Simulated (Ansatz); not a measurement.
An input meant for `C[SiH](C)O[SiH](C)O[Si](C)(C)C` (charge 0, singlet; with a point charge).

```yaml
crystal:
  periodic: [false, false, false]
  atoms:
    - {symbol: C, position_ang: [2.187306, 0.025832, -2.221580]}
    - {symbol: Si, position_ang: [2.255157, 0.338453, -0.380889]}
    - {symbol: C, position_ang: [3.979411, 0.074169, 0.292363]}
    - {symbol: O, position_ang: [1.206567, -0.732103, 0.359028]}
    - {symbol: Si, position_ang: [0.130475, -0.845776, 1.621748]}
    - {symbol: C, position_ang: [0.775321, 0.050320, 3.120423]}
    - {symbol: O, position_ang: [-1.313122, -0.166622, 1.182966]}
    - {symbol: Si, position_ang: [-2.217671, 0.013899, -0.222937]}
    - {symbol: C, position_ang: [-4.014938, 0.070895, 0.292936]}
    - {symbol: C, position_ang: [-1.880351, -1.440545, -1.359886]}
    - {symbol: C, position_ang: [-1.714551, 1.623610, -1.043416]}
    - {symbol: H, position_ang: [2.869288, 0.697859, -2.767999]}
    - {symbol: H, position_ang: [1.171052, 0.181351, -2.617913]}
    - {symbol: H, position_ang: [2.479839, -1.012926, -2.446608]}
    - {symbol: H, position_ang: [1.812809, 1.740740, -0.082645]}
    - {symbol: H, position_ang: [4.016180, 0.262262, 1.377563]}
    - {symbol: H, position_ang: [4.705475, 0.749475, -0.189829]}
    - {symbol: H, position_ang: [4.310555, -0.962672, 0.117855]}
    - {symbol: H, position_ang: [-0.059640, -2.300509, 1.881583]}
    - {symbol: H, position_ang: [0.931956, 1.117794, 2.892289]}
    - {symbol: H, position_ang: [0.058194, -0.011638, 3.954665]}
    - {symbol: H, position_ang: [1.732854, -0.375178, 3.461679]}
    - {symbol: H, position_ang: [-4.308356, -0.862401, 0.800999]}
    - {symbol: H, position_ang: [-4.681117, 0.207489, -0.574870]}
    - {symbol: H, position_ang: [-4.195866, 0.903454, 0.992605]}
    - {symbol: H, position_ang: [-2.185147, -2.391489, -0.891470]}
    - {symbol: H, position_ang: [-0.804465, -1.511929, -1.590866]}
    - {symbol: H, position_ang: [-2.427767, -1.346355, -2.312719]}
    - {symbol: H, position_ang: [-2.311076, 1.818127, -1.950424]}
    - {symbol: H, position_ang: [-1.856328, 2.474923, -0.357048]}
    - {symbol: H, position_ang: [-0.652035, 1.609472, -1.337635]}
basis:
  gaussian: {orbitals: "6-31G*", point_charges: [{charge: 2.00, position_ang: [7.609, -0.611, -0.601]}]}
magnetization: {spin_polarized: true, initial_magnetization: 1}
hamiltonian: {xc: {name: B97}}
scf: {omitted_lower_state_checks: [starts]}
```

```sh
$ ansatz run in.yaml --threads 4 --pin off --events-out ev --progress --plain --max-ram 6963MiB
```

Predict how Ansatz answers.

The program refused the input. The number of unpaired electrons doesn't fit the electron count.
```
Error: a molecule whose nuclei and cores have a total charge of 114 cannot have a net charge of 0 together with 1 unpaired electrons
```
